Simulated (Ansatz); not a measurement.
Input file for Ansatz (a quantum-chemistry and plane-wave program): U-B3LYP-D3(BJ)/def2-TZVP on O2 (SMILES O=O).

Ansatz 0.2 input:
```yaml
crystal:
  periodic: [false, false, false]
  atoms:
    - {symbol: O, position_ang: [0.00000000, 0.00000000, 0.62300000]}
    - {symbol: O, position_ang: [0.00000000, 0.00000000, -0.62300000]}
basis:
  gaussian:
    orbitals: def2-TZVP
hamiltonian:
  xc: b3lyp
  dispersion: d3bj
magnetization: {spin_polarized: true, initial_magnetization: 2}
relax: {f_tol: 0.001, max_steps: 120}
accuracy: high
```

Question: Predict the final total energy.

Answer: -150.3902 hartree.

Question: How many basis functions does it have, and what does it roughly cost on one machine?

Answer: 62 functions; around 16 core-seconds (rough).
